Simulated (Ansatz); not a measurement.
`CS[SiH](N)[SiH3]` → `[CH2]` (triplet) + `N[SiH]([SiH3])S`  (formal loss of a carbene)

Gas-phase electronic energies from Ansatz, PBE0-D4/def2-TZVP geometries. CCSD(T)/CBS is the MP2 limit (def2-TZVPP, def2-QZVPP) plus CCSD(T) − MP2 in def2-TZVPP, frozen cores. This one scheme is used for every species. DFT in def2-TZVPP. B3LYP here is the variant with VWN-RPA as its local correlation; programs differ in this. Triplets are unrestricted, without spin–orbit coupling. Each species was taken in one conformer, which may not be the lowest.

| level | ΔE (kJ/mol) | difference from CCSD(T)/CBS |
| --- | --- | --- |
| PBE-D4 | 435.3 | 9.1 |
| r2SCAN-D4 | 404.1 | -22.1 |
| PBE0-D4 | 425.2 | -1.0 |
| B3LYP-D4 | 420.5 | -5.7 |
| ωB97X-V | 436.7 | 10.5 |
| ωB97M-V | 428.6 | 2.4 |
| B2PLYP | 414.9 | -11.3 |
| PBE | 426.4 | 0.2 |
| PBE0 | 417.4 | -8.8 |
| B3LYP | 406.4 | -19.8 |
| HF/def2-TZVPP | 272.6 | -153.6 |
| SCS-MP2/def2-TZVPP | 427.1 | 0.9 |
| CCSD/def2-TZVPP | 399.9 | -26.3 |
| CCSD(T)/def2-TZVPP | 412.8 | -13.4 |
| HF/def2-QZVPP | 272.6 | -153.6 |
| HF/CBS(def2) | 272.6 | -153.6 |
| CCSD(T)/CBS | 426.2 | 0 |

Largest T1 diagnostic among the species: 0.012.

The D4 term adds +14.1 kJ/mol with B3LYP and +7.8 kJ/mol with PBE0; it sums over pairs of atoms, weighted by their polarisabilities, and B3LYP, whose exchange is more repulsive, gets the larger term. In def2-TZVPP, CCSD(T) changes the Hartree–Fock value by +140.2 kJ/mol (the triples alone add +12.9 kJ/mol) and MP2 by +155.2 kJ/mol. From PBE to PBE0 (25 % exact exchange), in def2-TZVPP and without D4, ΔE moves by −9.1 kJ/mol.
